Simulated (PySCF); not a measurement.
LDA on Sb- (antimony, charge -1), [Kr] 4d10 5s2 5p4, high-spin 3P determinant. Computed with PySCF 2.14 in aug-cc-pVTZ-PP with one added diffuse shell each of d, f type with ECP28MDF (6s5p5d3f, 67 functions), with a scalar-relativistic core potential.

```
cycle= 1 E= -239.879312729535  delta_E= -0.0151  |g|= 0.0665  |ddm|= 0.673
cycle= 2 E= -239.880284428193  delta_E= -0.000972  |g|= 0.034  |ddm|= 0.187
cycle= 3 E= -239.88073531928  delta_E= -0.000451  |g|= 0.00398  |ddm|= 0.0834
cycle= 4 E= -239.880754166101  delta_E= -1.88e-05  |g|= 0.000965  |ddm|= 0.014
cycle= 5 E= -239.880754806301  delta_E= -6.4e-07  |g|= 0.00013  |ddm|= 0.00282
cycle= 6 E= -239.880754838922  delta_E= -3.26e-08  |g|= 2.71e-05  |ddm|= 0.000943
cycle= 7 E= -239.880754840136  delta_E= -1.21e-09  |g|= 6.36e-07  |ddm|= 0.000115
cycle= 8 E= -239.880754840137  delta_E= -1.42e-13  |g|= 2.27e-08  |ddm|= 2.21e-06
converged SCF energy = -239.880754840137  <S^2> = 2.0049936  2S+1 = 3.0033272
```

Highest occupied orbital energy: 1.334 eV; ⟨L²⟩ = 2.03; populations by l: s 4.00, p 10.00, d 10.00, f 0.00.

**Question.** Can this result be used?

**Answer.** With care. The run converged. Energies and moments cover only the electrons outside the core potential. At LDA the highest occupied level has a positive energy, so only the finite basis holds that electron; in a semilocal or global hybrid functional this comes from self-interaction and does not mean that the real anion is unbound.
